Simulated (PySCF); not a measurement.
A series of related molecules.

All values: PBE0/def2-SVPD (PySCF) at PBE0-D3(BJ)/def2-SVP geometries, gas phase, one conformer each. Core orbitals are frozen in the response; Δα² is half the sum of the squared differences of the principal polarisabilities.

(1) Rank by HOMO energy, highest first.
A. `NC(=O)[SiH2]N[SiH3]`
B. `FB(F)[SiH2]N[SiH3]`
C. `NC[SiH2]N[SiH3]`

(2) Rank by HOMO–LUMO gap, lowest first.
A. `[SiH3]N[SiH2]C1CCC1`
B. `FB(F)[SiH2]N[SiH3]`
C. `NC[SiH2]N[SiH3]`
D. `[SiH3]N[SiH2]S[SiH3]`

(3) Rank by vertical ionisation energy (ΔSCF), lowest first.
A. `B([SiH2]N[SiH3])(F)F`
B. `NC[SiH2]N[SiH3]`
C. `[SiH2](N[SiH3])N[SiH3]`

Answers

(1) C (-7.05 eV), A (-7.41 eV), B (-7.59 eV).

(2) B (6.32 eV), D (7.07 eV), C (7.25 eV), A (7.44 eV).

(3) B (8.81 eV), C (9.06 eV), A (9.49 eV).

All values together:

| SMILES | formula | μ (D) | HOMO (eV) | LUMO (eV) | α (Å³) | Δα (Å³) | electrons | α per electron (Å³) | ΔSCF removal energy (eV) |
| --- | --- | --- | --- | --- | --- | --- | --- | --- | --- |
| [SiH3]N[SiH2]S[SiH3] | H9NSSi3 | 1.31 | -7.36 | -0.28 | 16.74 | 7.34 | 74 | 0.226 | 9.06 |
| [SiH3]N[SiH2]N[SiH3] | H10N2Si3 | 0.98 | -7.39 | 0.00 | 14.53 | 5.25 | 66 | 0.220 | 9.06 |
| FB(F)[SiH2]N[SiH3] | BF2H6NSi2 | 1.86 | -7.59 | -1.27 | 11.25 | 2.53 | 64 | 0.176 | 9.49 |
| NC(=O)[SiH2]N[SiH3] | CH8N2OSi2 | 3.37 | -7.41 | -0.41 | 13.01 | 5.05 | 64 | 0.203 | 9.16 |
| NC[SiH2]N[SiH3] | CH10N2Si2 | 2.60 | -7.05 | 0.20 | 12.63 | 3.18 | 58 | 0.218 | 8.81 |
| [SiH3]N[SiH2]C1CCC1 | C4H13NSi2 | 0.18 | -7.29 | 0.14 | 15.71 | 3.72 | 72 | 0.218 | 9.08 |

Conformers: `[SiH3:1][NH:2][SiH2:3][S:4][SiH3:5]` with Si1–N2–Si3–S4 114°, N2–Si3–S4–Si5 131°; `[SiH3:1][NH:2][SiH2:3][NH:4][SiH3:5]` with Si1–N2–Si3–N4 124°, N2–Si3–N4–Si5 125°; `[F:1][B:2]([F:3])[SiH2:4][NH:5][SiH3:6]` with F1–B2–Si4–N5 -22°, B2–Si4–N5–Si6 -32°; `[NH2:1][C:2](=[O:3])[SiH2:4][NH:5][SiH3:6]` with H–N1–C2–O3 1° and 179°, N1–C2–Si4–N5 179°, C2–Si4–N5–Si6 -179°; `[NH2:1][CH2:2][SiH2:3][NH:4][SiH3:5]` with H–N1–C2–Si3 -73° and 169°, N1–C2–Si3–N4 -43°, C2–Si3–N4–Si5 -170°; `[SiH3:1][NH:2][SiH2:3][CH:4]1[CH2:5][CH2:6][CH2:7]1` with Si1–N2–Si3–C4 -16°, N2–Si3–C4–C5 71°, Si3–C4–C5–C6 99°, C4–C5–C6–C7 17°, C5–C6–C7–C4 -17°, Si3–C4–C7–C6 -100°.

Problem. By how much does the ΔSCF value exceed −ε(HOMO) over the species that have both?

Solution. By 1.67 to 1.91 eV, 1.76 eV on average, over 6 species.
